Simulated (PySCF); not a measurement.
Spectra and structures to be paired. Method used: TDDFT CAM-B3LYP/def2-SVPD, vertical, gas phase, core orbitals frozen in the response in PySCF 2.14.0, density-fitted response routines. Geometries: PBE0-D3(BJ)/def2-SVP; one conformer of each isolated species. Triplets are in the Tamm–Dancoff approximation. Ions are computed without counter-ions or solvent.

A. `[O+]#CCC#C`
B. `CC(C)(C)C1=CC=CO1`
C. `CC[SiH2]P`
D. `CC(C)C1=CC(=O)CC1`
E. `S1CCSB1`

Lowest singlet levels (six at most, fewer where fewer were computed) with oscillator strengths:

1. 5.31 eV (f 0.113); 5.76 eV (f 0.002); 6.48 eV (f 0.003); 6.55 eV (f 0.007); 6.55 eV (f 0.002); 6.96 eV (f 0.048); T1 4.34 eV
2. 6.11 eV (f 0.241); 6.28 eV (f 0.000); 6.96 eV (f 0.038); 6.99 eV (f 0.007); 7.19 eV (f 0.000); 7.61 eV (f 0.000); T1 3.99 eV
3. 4.09 eV (f 0.000); 6.05 eV (f 0.445); 6.92 eV (f 0.001); 6.98 eV (f 0.016); 7.30 eV (f 0.003); 7.39 eV (f 0.002); T1 3.64 eV
4. 4.50 eV (f 0.000); 4.87 eV (f 0.012); 4.95 eV (f 0.050); 4.96 eV (f 0.000); 6.76 eV (f 0.000); 7.01 eV (f 0.001); T1 4.25 eV
5. 6.46 eV (f 0.014); 6.62 eV (f 0.023); 7.06 eV (f 0.268); 7.43 eV (f 0.012); 7.78 eV (f 0.011); 7.85 eV (f 0.030); T1 5.63 eV

**Question.** Which spectrum belongs to which structure?

**Answer.** 1 = E, 2 = B, 3 = D, 4 = A, 5 = C.
- A: S1 at 4.50 eV, HOMO→LUMO (97%); Löwdin shares by element: HOMO carbon 93% or more; LUMO carbon 59% or more, oxygen 33%; HOMO -14.94 and LUMO -7.08 eV; point group Cs, 3 of its 6 listed states under f = 0.0005.
- B: S1 at 6.11 eV, HOMO→LUMO+1 (97%); Löwdin shares by element: HOMO carbon 80% or more (atoms not listed hold the other 20%); LUMO carbon 38% or more (atoms not listed hold the other 62%); HOMO -7.62 and LUMO 1.30 eV; point group Cs, 3 of its 6 listed states under f = 0.0005.
- C: S1 at 6.46 eV, HOMO→LUMO+2 (44%), HOMO→LUMO+1 (21%), HOMO→LUMO (16%); Löwdin shares by element: HOMO phosphorus 64%, silicon 15%, hydrogen 12% or more; LUMO silicon 28%, carbon 18%, phosphorus 15% (atoms not listed hold the other 40%); HOMO -8.61 and LUMO 0.99 eV.
- D: S1 at 4.09 eV, HOMO→LUMO (91%); Löwdin shares by element: HOMO oxygen 60%, carbon 33% or more; LUMO carbon 59% or more, oxygen 18% (atoms not listed hold the other 23%); HOMO -8.44 and LUMO -0.06 eV.
- E: S1 at 5.31 eV, HOMO→LUMO (96%); Löwdin shares by element: HOMO sulfur 74%, boron 9%, carbon 6% or more; LUMO boron 44%, sulfur 42%, hydrogen 9% or more; HOMO -8.23 and LUMO 0.29 eV; point group C2.
